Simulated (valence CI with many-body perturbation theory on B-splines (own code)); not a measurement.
## E1 line list for Cd34+

Computed by configuration interaction combined with many-body perturbation theory (CI+MBPT): four valence electrons over a frozen Dirac-Fock core [Ne], a basis of 11 s, 11 p, 9 d, 7 f, 5 g, 2 h, 1 i functions for each j, with the one-electron correlation potential Σ1, the two-electron term Σ2, the three-electron term Σ3, Breit, model QED; selected CI, second order for the rest (own B-spline code, finite nucleus).

The last digits are not significant, and no measured levels were compared; by estimate large intervals hold to a few tenths of a per cent, small ones and those within an open d or f shell to about a per cent.

Lines 201 to 233 of 233 in falling wavelength, among levels below 2833800 cm⁻¹, chosen from the strongest by gf and those to the six lowest levels. Wavelengths and rates use the calculated energies. Electric multipoles are in the length gauge, E1 and E2 with the static RPA response of the core. Weak lines are less certain than strong ones. Lines between different terms over intervals too small for the method are left out, as are lines whose strength nearly cancels. The highest levels of a list are the least certain.

Levels are named by their leading jj configuration (3d3/2^4 stands for four electrons in 3d with j = 3/2), which in mixed levels can hold well under half, so a name can repeat and another be missing. Letters in brackets count levels of one name in rising energy.

| λ vac (Å) | Upper | Lower | A (s⁻¹) | S (a.u.) with core polarisation | S without |
| --- | --- | --- | --- | --- | --- |
| 65.75 | (3s^2 3p3/2 3d3/2) J=2 | (3s^2 3p1/2 3p3/2) J=1 | 1.22e+11 | 8.55e-02 | 8.73e-02 |
| 65.54 | (3s 3p3/2^2 3d3/2) J=2 | (3s 3p1/2 3p3/2^2) J=2 [a] | 8.54e+10 | 5.93e-02 | 6.06e-02 |
| 65.19 | (3s^2 3p3/2 3d3/2) J=0 | (3s^2 3p1/2 3p3/2) J=1 | 2.54e+11 | 3.47e-02 | 3.54e-02 |
| 64.90 | (3s 3p1/2 3p3/2 3d3/2) J=3 [b] | (3s 3p1/2^2 3p3/2) J=2 | 5.52e+08 | 5.22e-04 | 5.33e-04 |
| 64.51 | (3s^2 3p1/2 3d3/2) J=1 | (3s^2 3p1/2^2) J=0 | 1.80e+11 | 7.14e-02 | 7.29e-02 |
| 64.36 | (3s 3p1/2 3p3/2 3d3/2) J=2 [e] | (3s 3p1/2^2 3p3/2) J=1 | 1.57e+11 | 1.03e-01 | 1.05e-01 |
| 64.36 | (3s 3p1/2 3p3/2 3d5/2) J=2 [b] | (3s 3p1/2^2 3p3/2) J=2 | 3.70e+10 | 2.43e-02 | 2.49e-02 |
| 64.16 | (3s 3p1/2 3p3/2 3d3/2) J=1 [c] | (3s 3p1/2^2 3p3/2) J=2 | 2.52e+07 | 9.87e-06 | 1.01e-05 |
| 63.42 | (3s 3p3/2^2 3d5/2) J=0 | (3s 3p1/2^2 3p3/2) J=1 | 8.25e+10 | 1.04e-02 | 1.06e-02 |
| 62.11 | (3s^2 3p3/2 3d5/2) J=1 | (3s^2 3p1/2 3p3/2) J=2 | 1.18e+10 | 4.20e-03 | 4.29e-03 |
| 62.02 | (3s 3p1/2 3p3/2 3d5/2) J=3 [c] | (3s 3p1/2^2 3p3/2) J=2 | 6.71e+10 | 5.53e-02 | 5.65e-02 |
| 61.77 | (3s 3p1/2 3p3/2^2) J=1 [b] | (3s^2 3p1/2^2) J=0 | 1.11e+10 | 3.88e-03 | 3.96e-03 |
| 61.58 | (3s^2 3p3/2 3d5/2) J=2 [b] | (3s^2 3p1/2 3p3/2) J=2 | 6.23e+07 | 3.59e-05 | 3.71e-05 |
| 61.40 | (3s^2 3p3/2 3d5/2) J=3 | (3s^2 3p1/2 3p3/2) J=2 | 1.92e+10 | 1.54e-02 | 1.57e-02 |
| 61.39 | (3s 3p1/2 3p3/2 3d3/2) J=1 [d] | (3s 3p1/2^2 3p3/2) J=2 | 2.69e+08 | 9.22e-05 | 9.42e-05 |
| 60.63 | (3s 3p1/2 3p3/2 3d5/2) J=3 [d] | (3s 3p1/2^2 3p3/2) J=2 | 2.07e+08 | 1.60e-04 | 1.64e-04 |
| 60.47 | (3s^2 3p3/2 3d5/2) J=1 | (3s^2 3p1/2 3p3/2) J=1 | 4.83e+08 | 1.58e-04 | 1.61e-04 |
| 60.21 | (3s 3p1/2 3p3/2 3d5/2) J=1 [b] | (3s 3p1/2^2 3p3/2) J=2 | 3.05e+09 | 9.88e-04 | 1.01e-03 |
| 59.97 | (3s^2 3p3/2 3d5/2) J=2 [b] | (3s^2 3p1/2 3p3/2) J=1 | 1.85e+09 | 9.84e-04 | 1.00e-03 |
| 59.06 | (3s 3p1/2 3p3/2 3d3/2) J=2 [e] | (3s 3p1/2^2 3p3/2) J=2 | 2.25e+09 | 1.14e-03 | 1.17e-03 |
| 58.20 | (3s 3p1/2 3p3/2 3d5/2) J=1 [c] | (3s 3p1/2^2 3p3/2) J=2 | 4.15e+08 | 1.21e-04 | 1.24e-04 |
| 58.16 | (3s 3p1/2 3p3/2 3d5/2) J=2 [c] | (3s 3p1/2^2 3p3/2) J=2 | 1.80e+07 | 8.71e-06 | 8.93e-06 |
| 57.78 | (3s 3p3/2^3) J=1 | (3s^2 3p1/2 3p3/2) J=2 | 1.17e+07 | 3.33e-06 | 3.32e-06 |
| 57.76 | (3s 3p1/2 3p3/2 3d5/2) J=3 [e] | (3s 3p1/2^2 3p3/2) J=2 | 1.00e+10 | 6.68e-03 | 6.83e-03 |
| 56.85 | (3s 3p1/2 3p3/2 3d5/2) J=2 [d] | (3s 3p1/2^2 3p3/2) J=2 | 2.00e+08 | 9.08e-05 | 9.26e-05 |
| 56.47 | (3s 3p1/2 3p3/2 3d5/2) J=2 [e] | (3s 3p1/2^2 3p3/2) J=2 | 7.61e+09 | 3.38e-03 | 3.46e-03 |
| 56.36 | (3s 3p3/2^3) J=1 | (3s^2 3p1/2 3p3/2) J=1 | 1.51e+09 | 4.01e-04 | 4.09e-04 |
| 55.90 | (3s 3p3/2^2 3d3/2) J=1 | (3s 3p1/2^2 3p3/2) J=2 | 6.00e+08 | 1.55e-04 | 1.58e-04 |
| 55.37 | (3s 3p3/2^2 3d3/2) J=3 | (3s 3p1/2^2 3p3/2) J=2 | 9.90e+07 | 5.80e-05 | 5.94e-05 |
| 54.93 | (3s 3p3/2^2 3d3/2) J=2 | (3s 3p1/2^2 3p3/2) J=2 | 5.27e+09 | 2.16e-03 | 2.20e-03 |
| 54.21 | (3s^2 3p3/2 3d3/2) J=1 | (3s^2 3p1/2^2) J=0 | 5.87e+07 | 1.38e-05 | 1.42e-05 |
| 50.48 | (3s^2 3p3/2 3d5/2) J=1 | (3s^2 3p1/2^2) J=0 | 7.10e+08 | 1.35e-04 | 1.38e-04 |
| 47.58 | (3s 3p3/2^3) J=1 | (3s^2 3p1/2^2) J=0 | 9.19e+08 | 1.47e-04 | 1.50e-04 |
